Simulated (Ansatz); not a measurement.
Relaxation of C$_{2}$H$_{9}$NOSi$_{2}$ (15 atoms, charge 0, multiplicity 1), to a largest force component of 0.02 eV/Å in at most 40 steps.

Theory: Ansatz, UKS B3LYP-D4/STO-3G.

```xyz
15
Properties=species:S:1:pos:R:3
O -0.263 -1.078 -1.751
C 0.312 -0.509 -0.595
Si 0.907 -1.852 0.621
N -0.583 0.388 0.055
C -1.002 1.544 -0.739
Si -0.291 1.782 0.970
H -1.230 -0.887 -1.571
H 1.247 0.053 -0.942
H 1.978 -2.698 0.038
H 1.569 -1.213 1.851
H -0.189 -2.719 1.127
H -0.342 1.865 -1.519
H -2.103 1.809 -0.834
H 1.154 1.761 1.165
H -1.188 1.703 2.152
```

Question: Where does it end, and by what steps?

Answer: The forces met the threshold. Limits of this set-up: minimal basis. After 11 steps the energy has fallen by 1.264 eV; H7 moved furthest, 0.55 Å.

```csv
step,energy less start (eV),largest force component (eV/Å),accepted
0,0.0000,3.659,yes
1,-0.9688,1.662,yes
2,-1.1897,0.756,yes
3,-1.2180,0.467,yes
4,-1.2473,0.175,yes
5,-1.2551,0.142,yes
6,-1.2582,0.233,yes
7,-1.1992,0.819,no
8,-1.2616,0.060,yes
9,-1.2618,0.140,yes
10,-1.2637,0.056,yes
11,-1.2643,0.019,yes
```

```xyz
15
Properties=species:S:1:pos:R:3
O -0.215 -1.062 -1.880
C 0.315 -0.533 -0.613
Si 0.903 -1.879 0.625
N -0.795 0.282 0.070
C -0.978 1.669 -0.624
Si -0.242 1.700 1.047
H -1.126 -1.425 -1.568
H 1.184 0.095 -0.929
H 2.005 -2.621 0.057
H 1.343 -1.252 1.852
H -0.184 -2.784 0.915
H -0.353 1.860 -1.509
H -2.033 1.923 -0.801
H 1.171 1.978 1.162
H -1.016 1.998 2.227
```

Whether the end is a true minimum wasn't checked by a vibrational analysis.

Time of the run: 88 s on 1 thread of Arm Neoverse V1, with other jobs on the host, peak memory 0.19 GiB.
